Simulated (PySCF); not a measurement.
**How methods differ on the excitation energy of Au**

Au [Xe] 4f14 5d10 6s1 (2S) → Au [Xe] 4f14 5d10 6p1 (2P), as a difference of total energies. Computed with PySCF 2.14 in aug-cc-pwCVDZ-PP with ECP60MDF (6s6p5d3f, 70 functions), with scalar relativity through the core potential. Correlated levels: valence: 5s2 5p6 frozen; valence and next inner shell: nothing frozen outside the core potential. The calculations carry no spin-orbit coupling.

```
                                method  excitation energy (eV)  error (eV)
                                   UHF                   4.219      -0.728
                                   LDA                   5.294      +0.347
                                   PBE                   5.080      +0.133
                                  PBE0                   4.957      +0.010
                                r2SCAN                   5.108      +0.161
                             CAM-B3LYP                   4.986      +0.039
                                M06-2X                   4.809      -0.138
                               wB97M-V                   4.820      -0.127
                                B2PLYP                   5.020      +0.073
                         MP2 (valence)                   5.144      +0.197
                     SCS-MP2 (valence)                   5.068      +0.121
    MP2 (valence and next inner shell)                   5.277      +0.330
SCS-MP2 (valence and next inner shell)                   5.157      +0.210
```

Reference: 4.947 eV (measured; NIST levels, between the centres of gravity of the two terms).

Errors of the correlated levels include the incompleteness of this basis and the frozen core.
